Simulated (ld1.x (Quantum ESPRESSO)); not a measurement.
**phosphorus: excitation energies, all-electron against TM semilocal**

P, norm-conserving Troullier–Martins (semilocal form), made with ld1.x (Quantum ESPRESSO) 7.5 (PBE, scalar-relativistic). Core [Ne], reference 3s2 3p2 (charge +1). Waves: 3p (bound): rc 1.95 bohr; 3d channel at -0.05 Ry: rc 1.85 bohr; 3s (bound): rc 1.30 bohr. Local part: the s channel. Core correction: a·sin(br)/r model core inside 1.10 bohr.

Energies are relative to the spin-unpolarised reference configuration 3s2 3p2; without spin polarisation the order of configurations can differ from experiment.

(1) Give the all-electron excitation energy and the error of the potential for: 3s2 3p3; 3s2 3p1; 3s2 3p0; 3s1 3p3; 3s1 3p0; 3s2 3p2.5; 3s1 3p4.

Levels in the configuration 3s1 3p0:

```csv
level,all-electron (eV),pseudo (eV)
3s,-58.464,-58.270
```

Answers

(1)

```tsv
valence configuration	charge	ΔE all-electron (eV)	error AE − PS (meV)
3s2 3p3	0	-9.730	+4.0
3s2 3p1	+2	19.147	+8.5
3s2 3p0	+3	48.886	+54
3s1 3p3	+1	9.120	-1.1
3s1 3p0	+4	100.891	+184
3s2 3p2.5	+0.5	-5.955	+1.5
3s1 3p4	0	-1.195	+0.1
```
